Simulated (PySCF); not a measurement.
SMILES OB(O)C#C[SiH3], PBE0/def2-SVP optimised geometry.

```
11

Si    -0.50    -0.35     0.00
C     -1.12    -1.22    -1.49
C     -1.52    -1.79    -2.50
B     -2.07    -2.52    -3.75
O     -1.27    -2.70    -4.82
O     -3.35    -2.99    -3.78
H     -0.99    -1.05     1.22
H     -1.00     1.05     0.00
H      1.00    -0.35     0.00
H     -1.73    -3.16    -5.53
H     -3.84    -2.81    -2.96
```

Density from PBE0/def2-TZVP in PySCF at that geometry.

Minimum of the electron density along straight lines between bonded atoms, close to the bond critical point (lines longer than 1.1 times the sum of covalent radii, or with two minima, are not listed):

```csv
bond,length / Å,ρ at the minimum / e bohr⁻³,∇²ρ there / e bohr⁻⁵,position (fraction from the first atom)
Si1–C2,1.835,0.117,0.32,0.39
C2–C3,1.224,0.413,-1.25,0.50
C3–B4,1.547,0.179,-0.05,0.68
B4–O5,1.352,0.217,0.95,0.33
B4–O6,1.362,0.211,0.93,0.33
Si1–H7,1.492,0.120,0.15,0.49
Si1–H8,1.492,0.120,0.15,0.49
Si1–H9,1.491,0.120,0.15,0.49
O5–H10,0.964,0.356,-2.45,0.81
O6–H11,0.962,0.359,-2.48,0.81
```
